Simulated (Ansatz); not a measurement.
Ansatz results at the PBE0-D4/def2-TZVP geometry: HOMO energy (PBE/def2-TZVPP) -6.40 eV; HOMO energy (B3LYP/def2-TZVPP) -7.35 eV; zero-point energy (PBE0-D4/def2-TZVP) 72.3 kJ/mol.

Each molecule was computed in one conformer, which needn't be the lowest.

Problem. Which molecule gave them?
A. `[CH3][In]([NH2])[Br]`
B. `[SH][In]([Br])[Br]`
C. `C[CH2][InH][F]`
D. `[SH][In]([SH])[SH]`

Solution. D. The others give `[SH][In]([Br])[Br]`: -6.95, -7.92, 28.4; `C[CH2][InH][F]`: -6.50, -7.52, 189.6; `[CH3][In]([NH2])[Br]`: -5.96, -7.05, 161.1.

B3LYP here is the variant with VWN-RPA as its local correlation; programs differ in this.
